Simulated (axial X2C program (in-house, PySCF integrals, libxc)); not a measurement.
# Potential curves of ZrCl⁻, without spin–orbit coupling

Calculated with an in-house relativistic program for diatomic molecules. Spin-free means the one-electron spin-free X2C Hamiltonian. Basis: Zr dyall-acv3z [12s13p10d6f3g], Cl dyall-av3z [9s8p3d2f] (cores contracted in-house); Gaussian nuclei, density fitting, unrestricted open shells. Masses: Zr 89.905 u, Cl 34.969 u.

State: M_S = 1, Λ = 0 (beyond evenly filled blocks: δ+α, δ-α). Energies in eV from the fragments at the same level (Zr + Cl-). Fits are polynomials in 1 − R0/R over 0.85 to 1.23 times the lowest point R0.

```json
{"R (Å)": "2.1837", "PBE": "-2.2088"}
{"R (Å)": "2.2841", "PBE": "-2.4467"}
{"R (Å)": "2.3594", "PBE": "-2.5166"}
{"R (Å)": "2.4347", "PBE": "-2.5214"}
{"R (Å)": "2.5100", "PBE": "-2.4800"}
{"R (Å)": "2.5978", "PBE": "-2.3923"}
{"R (Å)": "2.6857", "PBE": "-2.2774"}
{"R (Å)": "2.7986", "PBE": "-2.1088"}
{"R (Å)": "2.9367", "PBE": "-1.8922"}
{"R (Å)": "3.1375", "PBE": "-1.5885"}
```

De is counted from the lowest determinant-based energies of the atoms at the same level, without counterpoise correction. The state is one determinant with fixed occupations, lowest in a PBE0 search at one distance only: followed along the bond, the 2c determinant Ω = 2 reaches 0.06 eV lower at PBE0, at Re = 2.435 Å, so the state shown is not the lowest. The highest occupied level of some functionals is positive through self-interaction error; at Hartree–Fock it is bound. The determinant is spin-polarised beyond a pure state at some levels (its spin-free form has ⟨S²⟩ too high), which makes Re and μ there less reliable.

Question: What are Re, ωe and De at the PBE level?

Answer: At PBE, spin-free: Re = 2.403 Å, ωe ≈ 318 cm⁻¹, De = 2.53 eV to Zr + Cl-; Be follows as 0.116 cm⁻¹.
